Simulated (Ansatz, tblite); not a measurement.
Cost and result up the ladder for CdH₂ (3 atoms). The state is a singlet with charge 0. Geometry: PBE-D4/def2-TZVP.

```xyz
3

Cd    0.0000    0.0000    0.0000
H    -0.6641   -0.5792   -1.4328
H     0.6641    0.5793    1.4328
```

Ansatz on 4 threads of Intel Xeon on a shared host; xTB runs through tblite on one thread. Times are rough, summed over both states, and most runs start from the orbitals of an earlier one. PBE0-D4/def2-TZVP serves as the yardstick here, not as an exact answer. The other state is a triplet.

In the def2 sets Cd takes a core potential; there is no spin–orbit coupling. The xTB rows come from tblite.

xTB has no spin-polarisation term.

```csv
level,functions,vertical triplet (eV),difference from PBE0-D4/def2-TZVP (eV)
GFN2-xTB,6,8.08,2.61
PBE-D4/def2-TZVP,52,5.32,-0.15
GFN1-xTB,8,7.64,2.17
r2SCAN-D4/def2-TZVP,52,5.38,-0.10
PBE0-D4/def2-TZVP,52,5.47,0.00
```

Task: Estimate how long each takes.

Result: GFN2-xTB 0.011 s; GFN1-xTB 0.033 s; PBE-D4/def2-TZVP 3.3 s; r2SCAN-D4/def2-TZVP 6.3 s; PBE0-D4/def2-TZVP 7.5 s. On shared hardware such times vary by a factor of up to 3.
